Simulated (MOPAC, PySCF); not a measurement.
C₄H₁₀GeI₂, SMILES `C[CH2][Ge]([I])([I])[CH2]C` (C–C–Ge–I torsion 58°, I–Ge–C–C torsion -59°), neutral singlet in the gas phase. 

Cartesian coordinates (Å):
```xyz
17

C      2.9381    -0.2317     0.0557
C      1.6822     0.6317    -0.0255
Ge    -0.0096    -0.3717     0.0466
I     -0.0554    -1.7013     2.2349
I     -0.0410    -2.0178    -1.9150
C     -1.6472     0.7167    -0.0426
C     -2.9463    -0.0821     0.0176
H      2.9799    -0.9543    -0.7740
H      2.9701    -0.8016     0.9971
H      3.8464     0.3903     0.0070
H      1.6443     1.2062    -0.9667
H      1.6324     1.3556     0.8056
H     -1.5717     1.4331     0.7931
H     -1.5678     1.2931    -0.9800
H     -3.8211     0.5856    -0.0383
H     -3.0142    -0.7968    -0.8171
H     -3.0192    -0.6550     0.9550
```
Charge 0, spin multiplicity 1.

All levels are single points at this geometry (B3LYP-D3(BJ)/def2-SVP); Pople sets use spherical d functions. Orbital energies aren't observables, and empty levels follow the basis.

```json
[
 {"level": "ωB97X-D3(BJ)/def2-TZVP in PySCF", "HOMO (eV)": "-9.57", "LUMO (eV)": "0.44", "gap (eV)": "10.00", "dipole (D)": "2.91", "vertical IE, Delta-SCF (eV)": "9.43"},
 {"level": "B3LYP/6-311+G** (LANL2DZ on Ge, I) in PySCF", "HOMO (eV)": "-7.17", "LUMO (eV)": "-1.76", "gap (eV)": "5.41", "dipole (D)": "3.20", "vertical IE, Delta-SCF (eV)": "–"},
 {"level": "B3LYP/6-31G* (LANL2DZ on I) in PySCF", "HOMO (eV)": "-7.02", "LUMO (eV)": "-1.52", "gap (eV)": "5.50", "dipole (D)": "3.58", "vertical IE, Delta-SCF (eV)": "9.01"},
 {"level": "B3LYP/LANL2DZ in PySCF", "HOMO (eV)": "-7.11", "LUMO (eV)": "-1.67", "gap (eV)": "5.45", "dipole (D)": "3.57", "vertical IE, Delta-SCF (eV)": "–"},
 {"level": "BP86/6-31G* (LANL2DZ on I) in PySCF", "HOMO (eV)": "-6.27", "LUMO (eV)": "-2.24", "gap (eV)": "4.03", "dipole (D)": "3.56", "vertical IE, Delta-SCF (eV)": "–"},
 {"level": "M06-2X/6-31G* (LANL2DZ on I) in PySCF", "HOMO (eV)": "-8.22", "LUMO (eV)": "-0.38", "gap (eV)": "7.83", "dipole (D)": "3.61", "vertical IE, Delta-SCF (eV)": "–"},
 {"level": "PBE/6-31G* (LANL2DZ on I) in PySCF", "HOMO (eV)": "-6.17", "LUMO (eV)": "-2.11", "gap (eV)": "4.06", "dipole (D)": "3.54", "vertical IE, Delta-SCF (eV)": "–"},
 {"level": "SVWN5/6-31G* (LANL2DZ on I) in PySCF", "HOMO (eV)": "-6.24", "LUMO (eV)": "-2.30", "gap (eV)": "3.94", "dipole (D)": "3.50", "vertical IE, Delta-SCF (eV)": "–"},
 {"level": "HF/6-31G* (LANL2DZ on I) in PySCF", "HOMO (eV)": "-9.68", "LUMO (eV)": "2.10", "gap (eV)": "11.79", "dipole (D)": "3.94", "vertical IE, Delta-SCF (eV)": "8.99"},
 {"level": "AM1 in MOPAC", "HOMO (eV)": "-10.52", "LUMO (eV)": "-2.22", "gap (eV)": "8.30", "dipole (D)": "2.27", "vertical IE, Delta-SCF (eV)": "–"},
 {"level": "PM3 in MOPAC", "HOMO (eV)": "-9.97", "LUMO (eV)": "-3.04", "gap (eV)": "6.93", "dipole (D)": "3.58", "vertical IE, Delta-SCF (eV)": "–"},
 {"level": "PM6 in MOPAC", "HOMO (eV)": "-9.55", "LUMO (eV)": "-1.84", "gap (eV)": "7.70", "dipole (D)": "3.17", "vertical IE, Delta-SCF (eV)": "–"},
 {"level": "PM7 in MOPAC", "HOMO (eV)": "-9.18", "LUMO (eV)": "-1.23", "gap (eV)": "7.95", "dipole (D)": "4.72", "vertical IE, Delta-SCF (eV)": "–"}
]
```
